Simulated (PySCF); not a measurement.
Structure elucidation problem

The spectra below were simulated for a compound C₂H₈N₂Si₂.

¹H NMR (600 MHz, computed): δ 5.32 (m, 1H), 4.73 (m, 1H), 4.27 (d, 3H), 1.03 (m, 1H), 0.53 (br s, 2H).

¹³C{¹H} NMR (computed): δ 124.3 (C), -7.1 (CH).

PySCF calculation with σ from GIAO-PBE0/pcSseg-1 and geometry from GFN2-xTB; gas phase, one conformer, no relativistic terms, averaged over atoms made equivalent by symmetry, fast rotation or ring inversion.

References, each an isolated molecule treated in the same way: ¹H (31.72 ppm), ¹³C (186.93 ppm) against TMS.

Question: Which of these isomers gave the spectra?
A. C[Si@](N)([SiH3])C#N
B. C[SiH2][Si@@H](N)C#N
C. N#C[C@H]([SiH3])[SiH2]N

Answer: C. 

Rings plus π bonds: 2 (no ring in the answer). 2 carbon signals for 2 carbons: no two carbons are equivalent. Carbon types of the structure: 1 × C, 1 × CH, leaving 7 H on heteroatoms. δC 124.3: nitrile carbon; typical of a nitrile. δC -7.1: sp3 CH bonded to 2 Si, α to a nitrile; an electropositive neighbour leaves it electron-rich and shielded. δH 5.32, 4.73: hydrogen on a silicon bonded to C, N. δH 4.27: hydrogen on a silicon bonded to C. δH 0.53: hydrogen on a nitrogen bonded to Si; labile proton, position sensitive to the medium.

The others: C[SiH2][Si@@H](N)C#N has carbons computed at 125.9, -11.1, with a different DEPT pattern; C[Si@](N)([SiH3])C#N would give 2 signals for carbon-bound and other non-exchanging H, not 4.

OH and NH positions are those of a molecule without intermolecular hydrogen bonds; in solution they move with solvent, concentration and temperature, and exchange usually removes their couplings. Shifts are as computed. Against solution values, carbons near 30 ppm lie about +3 ppm off and those near 130 ppm about +5 ppm. Of 1309 compounds with measured shifts, 239 miss one by over three times the rms of a fit or turn the order of signals round; such compounds aren't used in these exercises. Multiplicities follow the n + 1 count of equivalent neighbours, as no J values were calculated; m marks all less simple cases, F and P coupling included.
